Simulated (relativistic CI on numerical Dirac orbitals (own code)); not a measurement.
Ga I: q coefficients and field-shift factors

Computed by Dirac-Coulomb-Breit CI, KLI orbitals optimised for each configuration, valence Slater integrals scaled by 0.85, P86 correlation energy added to each configuration, derivatives by finite differences, QED left out (own radial code, finite nucleus).

CI space (outside the closed core [Ar] 3d10): 4s²4p, 4s²5s, 4s²5p, 4s²4d, 4s²6s, 4s4p², 4s²5d, 4s²4f. Levels of other configurations are missing.

With x = (α/α₀)² − 1 an excitation energy changes as ω = ω₀ + qx; K = 2q/ω₀ is the relative enhancement. Terms are leading LS components, so labels can repeat. The field-shift factor is F = δν/δ⟨r²⟩ for the transition from the lowest level.

Lowest level 4s²4p ²P°1/2.

| Level | ω₀ (cm⁻¹) | q (cm⁻¹) | F (GHz/fm²) |
| --- | --- | --- | --- |
| 4s²4p ²P°3/2 | 774.7 | 795 | 0.00534 |
| 4s²5s ²S1/2 | 25363.3 | -11.28 | 0.725 |
| 4s4p² ⁴P1/2 | 30647.0 | 2013 | -1.62 |
| 4s4p² ⁴P3/2 | 30981.2 | 2362 | -1.63 |
| 4s4p² ⁴P5/2 | 31524.9 | 2917 | -1.63 |
| 4s²5p ²P°1/2 | 33530.7 | 119.3 | 0.588 |
| 4s²5p ²P°3/2 | 33632.5 | 224.5 | 0.588 |
| 4s²4d ²D3/2 | 34848.9 | 396 | 0.458 |
| 4s²4d ²D5/2 | 34852.0 | 401.1 | 0.459 |
| 4s²6s ²S1/2 | 38473.0 | 122.9 | 0.688 |
| 4s²5d ²D3/2 | 41548.3 | 368.7 | 0.498 |
| 4s²5d ²D5/2 | 41559.3 | 374.8 | 0.504 |
| 4s²4f ²F°5/2 | 43619.9 | 190.1 | 0.658 |
| 4s²4f ²F°7/2 | 43619.9 | 190.1 | 0.658 |

For a near-neutral ion this model can misplace configurations by up to about 10,000 cm⁻¹ (more where the count of f electrons changes) and terms by 10 to 25 % of their spread. Rates follow the energies as ν³ (E1, M1) or ν⁵ (E2), so they and the lifetimes can be off by large factors. The fine structure of a lone outer electron comes out too small, for d and f at times inverted, and misplaced configurations move strength between like terms.

Problem. Which transition from the lowest level has the largest |K|?

Solution. 4s²4p ²P°3/2 at 774.7 cm⁻¹, K = 2.05.
